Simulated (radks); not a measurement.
Results of a calculation; reference values are marked as such.
Spherical jellium clusters: N electrons in a uniform positive sphere of charge N and radius rs N^(1/3), rs = 5.89 bohr. Level of theory: non-relativistic Kohn-Sham, LDA (Slater exchange, Perdew-Wang correlation), spin-polarised, spherical densities (a radial shooting solver with Libxc functionals). Levels are named by radial order and angular momentum (1s, 1p, 1d, 2s, ...), and open shells are averaged over m.

N = 11, configuration 1s2 1p6 1d(up 3, down 0). This is the lowest configuration that the search found. Occupied and some empty levels:

level,occupation,eigenvalue (eV),<r> (bohr)
1s up,1,-3.1889,8.610
1s down,1,-3.0167,8.311
1p up,3,-2.7155,9.890
1p down,3,-2.5069,9.831
1d up,3,-2.0791,10.91
1d down,0,-1.8625,10.99
2s up,0,-1.6404,9.205
2s down,0,-1.5459,9.384
1f up,0,-1.3284,11.91
1f down,0,-1.1224,12.10
2p up,0,-0.89005,11.82
2p down,0,-0.78785,12.06

Energy (eV): total -18.5563, kinetic 10.019, external -300.37, Hartree 149.95, exchange-correlation -28.964, background 150.81.
